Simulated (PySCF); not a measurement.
## Dipole moment and polarisability across levels of theory

C4H7As.
Geometry (PBE0-D3(BJ)/def2-SVP, Å), atoms numbered from 1 in this order:
```xyz
12
C4H7As angstrom
C      1.5791    1.0905    0.5641
C      1.1633   -0.0064    0.2556
C      0.6248   -1.2903   -0.1297
As    -1.0255   -1.1997   -1.2541
C     -2.0236    0.0979   -0.1708
H      1.9639    2.0529    0.8450
H      0.3638   -1.8889    0.7584
H      1.3628   -1.8741   -0.7025
H     -0.4478   -0.1679   -2.2184
H     -2.8511    0.4977   -0.7737
H     -1.3783    0.9221    0.1641
H     -2.4489   -0.4173    0.7024
```

PySCF, dipoles from the SCF density, polarisabilities from static response with core orbitals frozen. The structure is a single PBE0-D3(BJ)/def2-SVP conformer in the gas phase; no vibrational or solvent corrections. The LDA/def2-SVPD calculation is non-relativistic and has no spin–orbit coupling, an omission that weighs most on arsenic.

Problem. Compare the levels for these properties.

Solution. 

```json
{"level": "LDA/def2-SVPD", "μ (D)": "0.473", "α (Å³)": "12.40", "anisotropy (Å³)": "4.77"}
{"level": "PBE/def2-SVPD", "μ (D)": "0.477", "α (Å³)": "12.26", "anisotropy (Å³)": "4.73"}
{"level": "B3LYP/def2-SVPD", "μ (D)": "0.473", "α (Å³)": "12.02", "anisotropy (Å³)": "4.44"}
{"level": "PBE0/def2-SVPD", "μ (D)": "0.498", "α (Å³)": "11.89", "anisotropy (Å³)": "4.37"}
{"level": "BHandHLYP/def2-SVPD", "μ (D)": "0.492", "α (Å³)": "11.67", "anisotropy (Å³)": "4.10"}
{"level": "CAM-B3LYP/def2-SVPD", "μ (D)": "0.472", "α (Å³)": "11.79", "anisotropy (Å³)": "4.14"}
{"level": "wB97X-D/def2-SVPD", "μ (D)": "0.507", "α (Å³)": "11.86", "anisotropy (Å³)": "4.19"}
{"level": "LC-wPBE/def2-SVPD", "μ (D)": "0.508", "α (Å³)": "11.45", "anisotropy (Å³)": "3.89"}
{"level": "HF/def2-SVPD", "μ (D)": "0.587", "α (Å³)": "11.41", "anisotropy (Å³)": "3.76"}
{"level": "PBE0/6-31G*", "μ (D)": "0.657", "α (Å³)": "9.72", "anisotropy (Å³)": "4.49"}
{"level": "PBE0/def2-SVP", "μ (D)": "0.497", "α (Å³)": "10.12", "anisotropy (Å³)": "4.13"}
{"level": "PBE0/aug-cc-pVDZ", "μ (D)": "0.511", "α (Å³)": "12.21", "anisotropy (Å³)": "4.52"}
{"level": "PBE0/def2-TZVP", "μ (D)": "0.503", "α (Å³)": "11.42", "anisotropy (Å³)": "4.29"}
{"level": "PBE0/def2-TZVPD", "μ (D)": "0.510", "α (Å³)": "12.16", "anisotropy (Å³)": "4.45"}
```

The anisotropy is √(½[(α1 − α2)² + (α2 − α3)² + (α3 − α1)²]). The dipole runs from 0.47 D (CAM-B3LYP/def2-SVPD) to 0.66 D (PBE0/6-31G*). No reference polarisability is at hand; against PBE0 in the largest diffuse basis at hand (def2-TZVPD) the other PBE0 rows deviate by 6-31G* -20%, def2-SVP -17%, def2-SVPD -2%, aug-cc-pVDZ 0%, def2-TZVP -6%. In one basis (def2-SVPD) the functionals order the polarisability from HF (lowest) to LDA (highest), a spread of 9%. With PBE0 the polarisability is 10.42 Å³ without diffuse functions (mean of 6-31G*, def2-SVP and def2-TZVP) and 12.09 Å³ with them (mean of def2-SVPD, aug-cc-pVDZ and def2-TZVPD).
